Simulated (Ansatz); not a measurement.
Gas-phase electronic energies from Ansatz, PBE0-D4/def2-TZVP geometries. CCSD(T)/CBS is the MP2 limit (def2-TZVPP, def2-QZVPP) plus CCSD(T) − MP2 in def2-TZVPP, frozen cores. This one scheme is used for every species. Functionals use def2-TZVPP. B3LYP here is the variant with VWN-RPA as its local correlation; programs differ in this. One conformer a species, not always the lowest.

Reaction (cleavage of the Si–Si bond): `C[SiH2][SiH2]O` + `OCS` → `O[SiH2]OCS` + `C[SiH3]`

`C[SiH2][SiH2]O`:

Z-matrix (Å, degrees):
```
C
Si 1 1.877
H 1 1.092 2 110.6
H 1 1.092 2 110.6 3 -119.6
H 1 1.092 2 111.0 3 120.2
Si 2 2.347 1 112.0 3 62.0
H 2 1.492 1 110.5 3 -59.5
H 2 1.494 1 109.8 3 -177.5
O 6 1.658 2 112.0 1 61.2
H 6 1.494 2 109.6 1 -175.1
H 6 1.486 2 110.9 1 -55.7
H 9 0.958 6 117.0 2 61.5
```

`OCS`:

Cartesian coordinates in Å:
```
O -0.164 0.354 -1.180
C 0.016 0.300 0.212
S 1.102 -1.056 0.656
H -0.781 1.066 -1.376
H 0.521 1.193 0.599
H -0.937 0.186 0.739
H 0.243 -2.042 0.349
```

`O[SiH2]OCS`:

```xyz
11

O    -0.581    2.073    0.077
Si   -0.110    0.989   -1.053
O     0.905   -0.179   -0.467
C     0.451   -1.315    0.191
S    -0.545   -0.994    1.682
H    -1.055    1.697    0.824
H     0.667    1.743   -2.054
H    -1.283    0.282   -1.639
H    -0.211   -1.918   -0.441
H     1.314   -1.920    0.470
H     0.450   -0.460    2.410
```

`C[SiH3]`:

```xyz
8

C     0.803   -0.532   -0.215
Si   -0.719    0.476    0.193
H     1.241   -0.958    0.691
H     1.561    0.089   -0.699
H     0.555   -1.353   -0.891
H    -1.749   -0.371    0.854
H    -1.314    1.053   -1.043
H    -0.378    1.596    1.111
```

| level | ΔE (kJ/mol) | difference from CCSD(T)/CBS |
| --- | --- | --- |
| PBE-D4 | -115.7 | 20.4 |
| r2SCAN-D4 | -134.0 | 2.1 |
| PBE0-D4 | -121.0 | 15.1 |
| ωB97M-V | -140.8 | -4.7 |
| B2PLYP | -139.7 | -3.6 |
| PBE | -113.1 | 23.0 |
| PBE0 | -119.0 | 17.1 |
| B3LYP | -132.9 | 3.2 |
| HF/def2-TZVPP | -149.6 | -13.5 |
| MP2/def2-TZVPP | -145.9 | -9.8 |
| SCS-MP2/def2-TZVPP | -146.3 | -10.2 |
| CCSD/def2-TZVPP | -138.3 | -2.2 |
| CCSD(T)/def2-TZVPP | -138.0 | -1.9 |
| HF/def2-QZVPP | -150.4 | -14.3 |
| MP2/def2-QZVPP | -145.1 | -9.0 |
| SCS-MP2/def2-QZVPP | -145.3 | -9.2 |
| CCSD(T)/CBS | -136.1 | 0 |

Largest T1 diagnostic among the species: 0.012.

The D4 term adds −4.2 kJ/mol with B3LYP and −2.1 kJ/mol with PBE0; it sums over pairs of atoms, weighted by their polarisabilities, and B3LYP, whose exchange is more repulsive, gets the larger term. In def2-TZVPP, CCSD(T) changes the Hartree–Fock value by +11.6 kJ/mol (the triples alone add +0.3 kJ/mol) and MP2 by +3.6 kJ/mol. From PBE to PBE0 (25 % exact exchange), in def2-TZVPP and without D4, ΔE moves by −5.9 kJ/mol.
